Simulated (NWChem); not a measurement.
System: SiH$_{3}$Cl; SMILES Cl[SiH3]

NWChem input:

```
start job
memory heap 200 mb stack 900 mb global 1100 mb
geometry units angstroms noautosym nocenter noautoz
  Si     0.000000     0.000000    -0.958007
  Cl     0.000000     0.000000     1.122292
  H     -0.792593    -1.176561    -1.447511
  H      1.415228    -0.098125    -1.447511
  H     -0.622635     1.274686    -1.447511
end
basis spherical
  * library iglo-iii
end
dft
  xc pbe0
  iterations 150
end
property
  shielding 3 1 2 3
end
task dft property
```

Geometry: optimised at PBE-D3(BJ)/def2-SVP.

GIAO values for the isolated, static molecule; σ is the absolute isotropic shielding.

Atoms are numbered as in the input.

**Question.** What results follow from this input? (PBE0/IGLO-III, GIAO.) Quantities: basis functions; σ Si1 (ppm); σ Cl2 (ppm); σ H3 (ppm).

**Answer.** The number of basis functions is 118 and the σ Si1 (ppm) is 382.5. The σ Cl2 (ppm) comes out as 1019.4 and the σ H3 (ppm) comes out as 26.03.
